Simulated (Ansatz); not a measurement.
# Energy profile

The step: Si₂H₄OF₂ ([F][SiH]([F])[O][SiH3]) + NH₃ → SiNH₃F₂ ([NH2][SiH]([F])[F]) + SiH₄O ([OH][SiH3]); bonds formed: O2–H7; dative contacts that become bonds: Si1–N8; bonds broken: Si1–O2, H7–N8 (atoms numbered as in the saddle structure below).

```
13
angstrom
Si -0.3834 1.2593 0.3497
O 0.1027 -0.4279 -0.6539
Si -0.6310 -1.8862 -0.8652
F -0.4730 2.6411 1.1944
F -1.3147 0.3644 1.2879
H -0.8621 1.7631 -0.9423
H 1.0925 -0.0888 -0.0787
N 1.3915 0.9331 0.6439
H -2.0489 -1.6617 -1.2430
H 0.0613 -2.6273 -1.9523
H -0.5741 -2.7048 0.3757
H 1.6173 0.8080 1.6241
H 2.0218 1.6274 0.2598
```

Electronic energies by CCSD(T) at an estimated basis limit (MP2 extrapolated from triple and quadruple zeta, plus CCSD(T) − MP2 in triple zeta), on PBE0-D4/def2-TZVP structures; Si$_{2}$NH$_{7}$OF$_{2}$, closed shell; no counterpoise correction. Ansatz 0.2.0; basis: def2-TZVPP and def2-QZVPP; cores frozen in the correlated methods. Extrapolation: Hartree–Fock as exp(−7.88 √X), correlation as X^−2.97.

Question: Give the profile in eV, counted from the separated reactants. (To be estimated.)

Answer: By the calculation:
```tsv
point	eV
separated: Si$_{2}$H$_{4}$OF$_{2}$ (linked as [F][SiH]([F])[O][SiH3]; Si1, O2, Si3, F4, F5, H6, H9, H10, H11; singlet) + NH$_{3}$ (H7, N8, H12, H13; singlet)	0.000
start structure	-0.099
saddle	1.296
end structure	0.482
separated: SiNH$_{3}$F$_{2}$ (linked as [NH2][SiH]([F])[F]; Si1, F4, F5, H6, N8, H12, H13; singlet) + SiH$_{4}$O (linked as [OH][SiH3]; O2, Si3, H7, H9, H10, H11; singlet)	0.699
```

No T1 diagnostic of these runs exceeds 0.012. The start structure is not quite a true minimum (one mode of 25i cm⁻¹).

For scale, one of the runs: CCSD(T)/def2-TZVPP, 306 basis functions, launched by `ansatz run in.yaml --threads 4 --pin off --events-out ev --progress --plain --max-ram 46080MiB --backend cuda --devices 0, --max-vram 37GiB`. Time: 7.5 s of wall clock on 4 CPU threads of an AMD EPYC 7R13 and a share of one NVIDIA H100; the host was shared. Peak host memory: 0.87 GiB.
